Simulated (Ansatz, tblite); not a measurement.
Adding an electron: the cluster Ge3F6⁺ (the lowest doublet isomer of a short search). Charge 1, multiplicity 2. Geometry: r2SCAN-D4/def2-SVP. Ansatz, gas phase; energy differences of separate SCF runs; the reduced species is a singlet (the triplet lies 2.71 eV higher at PBE0-D4/def2-TZVP).

```xyz
9

Ge   -1.084   -1.671    1.286
Ge    1.016    1.263    0.294
Ge   -0.462   -0.199   -2.091
F     1.143   -0.330   -1.083
F    -1.383   -0.947   -0.624
F     0.083    0.131    1.360
F     0.744    2.749    1.123
F     0.317   -2.486    0.682
F    -0.374    1.489   -0.947
```

The xTB rows come from tblite. Correlated methods freeze 33 core orbitals; core or outer-core shells of Ge are correlated, in sets that lack core-valence functions. The structure comes from a short search, and lower isomers may exist.

| level | −HOMO (eV) | −LUMO (eV) | vertical EA (eV) | HOMO–LUMO gap (eV) |
| --- | --- | --- | --- | --- |
| GFN1-xTB | – | – | 11.99 | – |
| PBE-D4/def2-TZVP | 11.64 | 10.49 | 7.53 | 1.15 |
| PBE-QIDH/def2-TZVP | – | – | 7.51 | – |

**Question.** Estimate the rows for GFN2-xTB, PBE0-D4/def2-TZVP.

**Answer.** 
| level | −HOMO (eV) | −LUMO (eV) | vertical EA (eV) | HOMO–LUMO gap (eV) |
| --- | --- | --- | --- | --- |
| GFN2-xTB | – | – | 13.92 | – |
| PBE0-D4/def2-TZVP | 13.05 | 9.55 | 7.53 | 3.50 |

  HOMO and LUMO are the levels of the spin that leaves or enters (xTB has no such levels and no spin-polarisation term). Other spin states of the ions may lie lower, which would lower the ionisation energy or raise the affinity. Raw xTB energy differences between charge states are shifted by several eV; the methods need an empirical correction for them.
